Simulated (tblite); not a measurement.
Compound: C7H7NOS.
Numbering: `[N:1]#[C:2][CH2:3][C:4]#[C:5][C@@H:6]1[CH2:7][CH2:8][S@@:9]1=[O:10]` (hydrogens: H11, H12 on C3; H13 on C6; H14, H15 on C7; H16, H17 on C8)

Computed with GFN2-xTB (tblite), gas phase: L-BFGS steps from a force-field or distance-geometry start until the largest atomic force falls under 0.01 eV/Å.

Step 1: E = -778.9177 eV
```
atom  x, y, z in Å  |  force x, y, z in eV/Å
N1      3.8012    2.0961    0.1537    2.719  10.172  -1.129
C2      3.5177    1.0639    0.2667   -2.855 -11.683   1.260
C3      3.1367   -0.3794    0.4293   -0.062   0.858  -0.124
C4      1.6991   -0.4777    0.1454   -0.355  -0.286   0.015
C5      0.5151   -0.5939   -0.0806    1.901  -0.175  -0.236
C6     -0.8595   -0.7182   -0.3684    0.593   0.580   0.006
C7     -1.6053    0.5085   -0.9084   -0.440  -0.410   0.120
C8     -2.8882   -0.0708   -0.3172   -0.061   0.234  -0.171
S9     -1.8700   -0.4645    1.1929   -1.202  -1.304   0.528
O10    -1.5731    0.7977    1.8473    0.287  -0.002  -0.281
H11     3.3843   -0.7138    1.4525   -0.268   0.301  -0.183
H12     3.7158   -1.0416   -0.2450   -0.253   0.524   0.020
H13    -1.1953   -1.6507   -0.8893    0.604   0.674   0.651
H14    -1.5822    0.6372   -1.9868    0.105   0.342  -0.016
H15    -1.3587    1.4192   -0.3064    0.110  -0.604  -0.915
H16    -3.1489   -1.0143   -0.8352   -0.318   0.711   0.511
H17    -3.6956    0.6144   -0.1437   -0.505   0.068  -0.057
```

Step 2: E = -779.2303 eV
```
atom  x, y, z in Å  |  force x, y, z in eV/Å
N1      3.8092    2.1325    0.1493   -0.888  -3.263   0.346
C2      3.5104    1.0072    0.2726    1.067   3.327  -0.402
C3      3.1321   -0.3704    0.4259   -0.202  -0.460   0.175
C4      1.6985   -0.4840    0.1473    0.778  -0.109   0.217
C5      0.5282   -0.6016   -0.0904    1.868   0.005  -0.147
C6     -0.8072   -0.7010   -0.3650   -2.440  -0.026  -0.351
C7     -1.6216    0.5064   -0.9119    0.252  -0.706   0.368
C8     -2.9024   -0.0621   -0.3279    0.704   0.020   0.424
S9     -1.8930   -0.4634    1.2367   -1.340  -3.589  -1.934
O10    -1.5730    0.7672    1.8225    0.873   2.756   1.351
H11     3.3789   -0.7087    1.4494   -0.248   0.208  -0.129
H12     3.7099   -1.0310   -0.2436   -0.155   0.316  -0.078
H13    -1.1866   -1.6426   -0.8800    0.836   0.914   0.789
H14    -1.5796    0.6445   -1.9849    0.046   0.241  -0.128
H15    -1.3559    1.4031   -0.3261    0.073  -0.180  -0.659
H16    -3.1538   -0.9955   -0.8223   -0.457   0.166   0.192
H17    -3.7011    0.6113   -0.1448   -0.769   0.379  -0.036
```

Task: Estimate the geometry and energy of step 3. (The exact step hangs on the optimiser's Hessian estimate; all steps are aligned on step 2, rigid shifts and turns removed.)

Result: E = -779.4433 eV, largest force 2.274 eV/Å
```
atom  x, y, z in Å  |  force x, y, z in eV/Å
N1      3.8079    2.1272    0.1498   -0.588  -2.186   0.220
C2      3.5129    1.0117    0.2718    0.702   2.040  -0.241
C3      3.1307   -0.3738    0.4279    0.068  -0.135   0.083
C4      1.7052   -0.4849    0.1492    1.999   0.013   0.478
C5      0.5508   -0.6008   -0.0909   -1.624  -0.277  -0.771
C6     -0.8388   -0.7023   -0.3691    0.320   0.195   0.429
C7     -1.6177    0.4983   -0.9072    0.078  -0.230  -0.175
C8     -2.8931   -0.0626   -0.3224   -0.185   0.203   0.293
S9     -1.9063   -0.5037    1.2114   -0.125   0.824   0.351
O10    -1.5634    0.8001    1.8394   -0.249  -1.541  -0.638
H11     3.3765   -0.7065    1.4480   -0.216   0.163  -0.027
H12     3.7085   -1.0280   -0.2446   -0.118   0.271  -0.088
H13    -1.1778   -1.6327   -0.8716    0.567   0.419   0.442
H14    -1.5792    0.6467   -1.9866    0.025   0.168   0.054
H15    -1.3553    1.4022   -0.3322    0.107  -0.233  -0.541
H16    -3.1585   -0.9948   -0.8210   -0.423   0.238   0.186
H17    -3.7095    0.6159   -0.1451   -0.338   0.068  -0.056
```

The energy changes by -0.2129 eV. The first-order estimate −F·Δx gives -0.5572 eV and the mean of the old and new forces, exact on a quadratic surface, -0.2340 eV. The step makes an angle of 31° with the force vector and moves no atom by more than 0.049 Å.
